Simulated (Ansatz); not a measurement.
Species: [Ta(F)5] (charge 0, multiplicity 1).

**Question.** Give a relaxed geometry from PBE-D3(BJ)/def2-SVP run with Ansatz (a first-principles code).

**Answer.** the end point of this relaxation.
Cartesian coordinates (Å) in one orientation:
```xyz
6

Ta     0.000     0.000     0.000
F      0.009    -0.999     1.613
F     -0.009     0.999    -1.613
F     -1.545     0.891     0.561
F      1.684     0.694     0.420
F     -0.139    -1.585    -0.981
```
